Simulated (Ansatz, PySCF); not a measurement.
Reaction (SMILES): FSF [fluoro thiohypofluorite] → F atom + F[S] (the F-S bond at the site shown breaks; other sites are not compared here)
Each molecule is optimised on its own at B3LYP-D3(BJ)/def2-TZVP (Ansatz, an electronic-structure program).

Wanted: bond dissociation energy (enthalpy at 298 K, with B3LYP-D3(BJ) rigid-rotor harmonic-oscillator terms from PySCF), in kcal/mol. Valence correlation only, unless marked. Open shells are spin-unrestricted. Spin-orbit coupling is left out. Non-relativistic. Basis-set limits of correlation are two-point, X^-3; Hartree-Fock from the larger set.

CCSD(T)/CBS(cc-pV(T+d)Z,cc-pV(Q+d)Z) (Ansatz) gives 90.8 kcal/mol.

Question: Another calculation gave 96.1 kcal/mol. Which level was it?
A) B3LYP/def2-TZVPD (Ansatz)
B) PBE/def2-TZVPD (Ansatz)
C) r2SCAN0/def2-TZVPD (Ansatz)
D) wB97X-V/def2-TZVPD (Ansatz)

Answer: B, PBE/def2-TZVPD (Ansatz). The others give 89.9 (wB97X-V), 82.6 (r2SCAN0), 86.9 (B3LYP) kcal/mol.
